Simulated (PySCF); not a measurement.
Species: H9NOSi3 (charge +1 and doublet state).
Geometry (GFN2-xTB, Å), atoms numbered from 1 in this order:
```xyz
14
H9NOSi3 angstrom
Si    -1.982   -0.244    0.889
N     -1.503    0.925   -0.331
Si     0.022    1.349   -1.064
O      1.217    0.485   -0.446
Si     2.448   -0.372    0.232
H     -3.300   -0.707    0.451
H     -0.909   -1.229    0.944
H     -2.083    0.556    2.125
H     -2.272    1.475   -0.686
H      0.256    2.751   -0.719
H     -0.093    1.002   -2.480
H      2.836   -1.319   -0.821
H      1.865   -1.013    1.408
H      3.496    0.619    0.474
```

The hyperfine couplings belong to this conformer and change with its torsions.

The species is `[SiH3][NH+][SiH2]O[SiH3]` [radical] (charge +1).

Method used: PySCF 2.14.0, UKS B3LYP, pcH-1 on H N O Si, non-relativistic, mean-field spin-orbit, GIAO. One conformer (not necessarily the lowest) at the GFN2-xTB geometry, without solvent, vibrations or thermal averaging. A GFN2-xTB geometry isn't a minimum of the functional, and hyperfine couplings can be far from their values at a DFT geometry, by a factor of two or more for some ions and for spin on atoms past the first row. No stability test was run, so a lower SCF solution isn't excluded.

Question: Give the principal g shifts and their parts.

Answer: 
```tsv
Δg (ppt)	1	2	3
relativistic mass correction	-0.17	-0.17	-0.17
gauge correction	0.00	0.05	0.06
orbital Zeeman/spin–orbit	0.06	2.36	5.40
total	-0.11	2.24	5.29
```

So g = 2.00221, 2.00456, 2.00761 and g_iso = 2.00479; the tensor is rhombic: the two nearest values differ by 44 % of g3 − g1. Axes: g3 points within 2° of the N2–H9 bond.

Question: What are the electron Larmor frequencies g μB B/h along the three axes at 3350 mT?

Answer: 93.8783, 93.9886, 94.1315 GHz for g1, g2 and g3, a range of 253.2 MHz.

Question: At 9.525 GHz, how far is the centre of the isotropic spectrum from where a free electron (g = 2.002319) resonates?

Answer: B = hν/(g μB) with μB/h = 13.99624 MHz/mT gives 339.88 mT for the free electron and 339.46 mT at g_iso, 0.42 mT lower.

Question: What effective moment and Curie constant follow for a powder?

Answer: With the mean of g² = 4.0192 and S(S+1) = 0.75: μ_eff = √(⟨g²⟩S(S+1)) = 1.736 μB and χT = 0.12505·⟨g²⟩·S(S+1) = 0.377 cm³ K/mol (cgs; spin-Hamiltonian part alone).

Question: In a frozen sample, at which fields do the three g values resonate at 9.5, 34, 94 and 263 GHz (hyperfine left aside), and which band first spreads them over more than twice a line width of 0.5 mT?

Answer: 
| band | GHz | B(g3) mT | B(g2) mT | B(g1) mT | spread mT |
| --- | --- | --- | --- | --- | --- |
| X | 9.5 | 338.09 | 338.61 | 339.00 | 0.91 |
| Q | 34.0 | 1210.01 | 1211.85 | 1213.27 | 3.26 |
| W | 94.0 | 3345.32 | 3350.41 | 3354.34 | 9.02 |
| J | 263.0 | 9359.78 | 9374.01 | 9385.02 | 25.24 |

The spread grows in proportion to the frequency. Q band is the first where it exceeds 1.0 mT.

The largest Mulliken spin populations are on N2 (+0.70), H11 (+0.11), H10 (+0.11) and H8 (+0.11). N2 is the only atom above +0.15. The angles at N2 add up to 360.0°, so it is planar; its axial dipolar tensor and the negative coupling of its proton fit spin in a p orbital normal to that plane.

The HOMO–LUMO gaps are 7.61 eV among the α and 1.44 eV among the β orbitals.
